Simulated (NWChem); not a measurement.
System: C₅H₂F₂; SMILES C#CC=C=C(F)F

NWChem input:

```
start job
memory heap 200 mb stack 900 mb global 1100 mb
geometry units angstroms noautosym nocenter noautoz
  C      0.709009     3.288448     0.000000
  C      0.007989     2.282744     0.000000
  C     -0.846626     1.142482     0.000000
  C     -0.434186    -0.122414     0.000000
  C     -0.016224    -1.368349     0.000000
  F      0.218680    -2.092411     1.091753
  F      0.218680    -2.092411    -1.091753
  H      1.338535     4.167566     0.000000
  H     -1.936573     1.356167     0.000000
end
basis spherical
  * library def2-svp
end
dft
  xc m05-2x
  iterations 150
end
cosmo
  do_cosmo_smd true
  solvent water
end
task dft energy
```

Output (shortened):

```
             Northwest Computational Chemistry Package (NWChem) 7.3.0
             --------------------------------------------------------

                             Geometry "geometry" -> ""
                             -------------------------

 Output coordinates in angstroms (scale by  1.889725989 to convert to a.u.)

  No.       Tag          Charge          X              Y              Z
 ---- ---------------- ---------- -------------- -------------- --------------
    1 C                    6.0000     0.70900900     3.28844800     0.00000000
    2 C                    6.0000     0.00798900     2.28274400     0.00000000
    3 C                    6.0000    -0.84662600     1.14248200     0.00000000
    4 C                    6.0000    -0.43418600    -0.12241400     0.00000000
    5 C                    6.0000    -0.01622400    -1.36834900     0.00000000
    6 F                    9.0000     0.21868000    -2.09241100     1.09175300
    7 F                    9.0000     0.21868000    -2.09241100    -1.09175300
    8 H                    1.0000     1.33853500     4.16756600     0.00000000
    9 H                    1.0000    -1.93657300     1.35616700     0.00000000

 Effective nuclear repulsion energy (a.u.)     238.4366552458

                                 NWChem DFT Module
                                 -----------------

 Summary of "ao basis" -> "ao basis" (spherical)
 ------------------------------------------------------------------------------
       Tag                 Description            Shells   Functions and Types
 ---------------- ------------------------------  ------  ---------------------
 C                          def2-svp                 6       14   3s2p1d
 F                          def2-svp                 6       14   3s2p1d
 H                          def2-svp                 3        5   2s1p

 in cosmo_initialize ...
 calling solv_data for solv:h2o

 solvent parameters
 solvname_short: h2o
 solvname_long:  water
 dielec:       78.4000
 dielecinf:     1.7769
 aqueous SMD model solvent descriptors
 dielec:       78.4000
 sola:          0.8200

          ---------------
          -cosmo- solvent
          ---------------
 Cosmo: York-Karplus, doi: 10.1021/jp992097l
 dielectric constant -eps-     =  78.40
 screen = (eps-1)/(eps    )    =   0.98724
 surface charge correction     = lagrangian

   van der Waals surface
 --------------------------

 ---------- ATOMIC COORDINATES (A.U.) ------------ VDWR(ANG.) --
     1    1.33983273    6.21426565    0.00000000     1.850
     2    0.01509702    4.31376066    0.00000000     1.850
     3   -1.59989115    2.15897793    0.00000000     1.850
     4   -0.82049257   -0.23132892    0.00000000     1.850
     5   -0.03065891   -2.58580467    0.00000000     1.850
     6    0.41324528   -3.95408345    2.06311402     1.730
     7    0.41324528   -3.95408345   -2.06311402     1.730
     8    2.52946438    7.87555778    0.00000000     1.200
     9   -3.65959233    2.56278402    0.00000000     1.200
 number of segments per atom =        128
 number of   points per atom =        128
 atom (   nspa,  nppa )
 ----------------------
    1 (     84,     0 )       0
    2 (     58,     0 )       0
    3 (     48,     0 )       0
    4 (     54,     0 )       0
    5 (     28,     0 )       0
    6 (     84,     0 )       0
    7 (     84,     0 )       0
    8 (     54,     0 )       0
    9 (     54,     0 )       0
 number of -cosmo- surface points =      548
 molecular surface =    129.308 angstrom**2
 molecular volume  =    103.950 angstrom**3
 -lineq- algorithm             =   0
 -bem- low  level              =   3
 -bem- from -octahedral-
 gaussian surface charge width =   4.50000
 degree of switching           =   1.00000
 switching function tolerance  =   0.00010
 atomic radii =
 --------------
    1  6.000  1.850
    2  6.000  1.850
    3  6.000  1.850
    4  6.000  1.850
    5  6.000  1.850
    6  9.000  1.730
    7  9.000  1.730
    8  1.000  1.200
    9  1.000  1.200
 ...... end of -cosmo- initialization ......

 nat:                     9
 ixmem:                  4523
 calling mnsol_interface()
 G(SMD-CDS) energy (kcal/mol)  =     6.148
 SMD-CDS SASA (angstrom**2)    =   154.494

[...]

                                COSMO-SMD solvation results
                                ---------------------------

             internal energy in gas <Psi(g)|H|Psi(g)> =      -390.910082336188
         internal energy in solvent <Psi(s)|H|Psi(s)> =      -390.908953737428
                               delta internal energy  =         0.001128598760 (    0.71 kcal/mol)
   total free energy in solvent <Psi(s)|H+V/2|Psi(s)> =      -390.917910098267
 polarization energy contribution <Psi(s)|V/2|Psi(s)> =        -0.008956360839 (   -5.62 kcal/mol)
    total free energy in solvent including G(SMD-CDS) =      -390.908113149667
                       G(SMD-CDS) energy contribution =         0.009796948600 (    6.15 kcal/mol)
     1 M fixed-concentration free energy of solvation =         0.001969186522 (    1.24 kcal/mol)

                       DFT Final Molecular Orbital Analysis
                       ------------------------------------

 Vector   23  Occ=2.000000D+00  E=-3.624643D-01
              MO Center=  2.7D-01,  2.7D+00, -3.6D-11, r^2= 1.7D+00
   Bfn.  Coefficient  Atom+Function         Bfn.  Coefficient  Atom+Function
  ----- ------------  ---------------      ----- ------------  ---------------
     4      0.342916  1 C  px                18      0.339768  2 C  px
     5     -0.244607  1 C  py                19     -0.226529  2 C  py
     7      0.205683  1 C  px                21      0.197371  2 C  px
    22     -0.165380  2 C  py                 8     -0.152390  1 C  py
   104      0.127772  9 H  s                 32     -0.092680  3 C  px

 Vector   24  Occ=2.000000D+00  E=-3.362432D-01
              MO Center= -2.6D-01, -6.7D-01,  7.9D-12, r^2= 2.2D+00
   Bfn.  Coefficient  Atom+Function         Bfn.  Coefficient  Atom+Function
  ----- ------------  ---------------      ----- ------------  ---------------
    46      0.396786  4 C  px                60      0.374730  5 C  px
    49      0.316758  4 C  px                74      0.209340  6 F  px
    88      0.209340  7 F  px                77     -0.164747  6 F  px
    91     -0.164747  7 F  px                63      0.153437  5 C  px
    35     -0.137821  3 C  px                50      0.135492  4 C  py

 Vector   25  Occ=2.000000D+00  E=-3.309900D-01
              MO Center= -3.7D-03,  1.6D+00, -1.2D-09, r^2= 3.7D+00
   Bfn.  Coefficient  Atom+Function         Bfn.  Coefficient  Atom+Function
  ----- ------------  ---------------      ----- ------------  ---------------
     6      0.347757  1 C  pz                48     -0.340032  4 C  pz
    20      0.281533  2 C  pz                51     -0.235220  4 C  pz
    34     -0.227471  3 C  pz                 9      0.224555  1 C  pz
    23      0.190418  2 C  pz                37     -0.163279  3 C  pz
    75     -0.082808  6 F  py                89      0.082808  7 F  py

 Vector   26  Occ=0.000000D+00  E=-3.432161D-02
              MO Center= -2.3D-01,  9.8D-01,  2.6D-09, r^2= 4.1D+00
   Bfn.  Coefficient  Atom+Function         Bfn.  Coefficient  Atom+Function
  ----- ------------  ---------------      ----- ------------  ---------------
    51     -0.413891  4 C  pz                37      0.409221  3 C  pz
    48     -0.367953  4 C  pz                 9     -0.347252  1 C  pz
    34      0.343401  3 C  pz                 6     -0.279763  1 C  pz
    23      0.171662  2 C  pz                62     -0.156412  5 C  pz
    65     -0.139489  5 C  pz                20      0.133190  2 C  pz

 Vector   27  Occ=0.000000D+00  E= 4.547615D-02
              MO Center= -2.5D-01,  5.0D-01,  2.0D-10, r^2= 5.1D+00
   Bfn.  Coefficient  Atom+Function         Bfn.  Coefficient  Atom+Function
  ----- ------------  ---------------      ----- ------------  ---------------
   105      0.498640  9 H  s                 63     -0.431408  5 C  px
    60     -0.423902  5 C  px                21      0.370441  2 C  px
    49      0.340864  4 C  px                46      0.311735  4 C  px
     7     -0.284130  1 C  px                 8      0.260979  1 C  py
    50      0.230410  4 C  py                18      0.220296  2 C  px

 Vector   28  Occ=0.000000D+00  E= 8.343714D-02
              MO Center=  1.6D-01,  1.6D+00, -1.3D-10, r^2= 4.8D+00
   Bfn.  Coefficient  Atom+Function         Bfn.  Coefficient  Atom+Function
  ----- ------------  ---------------      ----- ------------  ---------------
    22      0.684034  2 C  py                 7      0.552747  1 C  px
    36      0.397213  3 C  py                63     -0.327638  5 C  px
    17     -0.310601  2 C  s                 60     -0.289751  5 C  px
    19      0.281485  2 C  py                31      0.281827  3 C  s
    50      0.276030  4 C  py                18     -0.254010  2 C  px

     Multipole analysis of the density
     ---------------------------------

     L   x y z        total         alpha         beta         nuclear
     -   - - -        -----         -----         ----         -------
     0   0 0 0     -0.000000    -25.000000    -25.000000     50.000000

     1   1 0 0     -0.275035     -0.003323     -0.003323     -0.268390
     1   0 1 0      0.986735      1.251336      1.251336     -1.515936
     1   0 0 1      0.000000      0.000000      0.000000      0.000000

     2   2 0 0    -25.178044    -39.108908    -39.108908     53.039772
     2   1 1 0      2.224475     -5.071265     -5.071265     12.367005
     2   1 0 1     -0.000000     -0.000000     -0.000000      0.000000
     2   0 2 0    -23.845251   -392.811884   -392.811884    761.778517
     2   0 1 1      0.000000      0.000000      0.000000      0.000000
     2   0 0 2    -30.477632    -53.546771    -53.546771     76.615910
```

Level: M05-2X/def2-SVP, SMD on the gas-phase geometry. The geometry was optimised at PBE-D3(BJ)/def2-SVP. Solvent: water.
